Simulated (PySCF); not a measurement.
# How methods differ on the excitation energy of Ge

Ge [Ar] 3d10 4s2 4p2 (3P) → Ge [Ar] 3d10 4s2 4p1 4d1 (high-spin determinant), as a difference of total energies. Calculation: PySCF 2.14, in aug-cc-pVQZ-PP with ECP10MDF (7s6p5d3f2g, 89 functions); scalar relativity through the core potential. Correlated levels: valence: 3s2 3p6 3d10 frozen. The calculations carry no spin-orbit coupling.

```
           method  excitation energy (cm⁻¹)
              UHF                     49945
    MP2 (valence)                     51237
SCS-MP2 (valence)                     50990
   CCSD (valence)                     49881
CCSD(T) (valence)                     49219
```

The promoted electron is Rydberg-like, and one or two diffuse shells describe it only roughly, which tends to raise the upper state.

The coupled-cluster amplitudes are large for the upper state (T1 above 0.03 or a double amplitude above 0.15), so a single reference is strained.

The determinant of the upper state mixes LS terms, which raises its energy above the lowest term, most at the Hartree-Fock and MP2 levels.
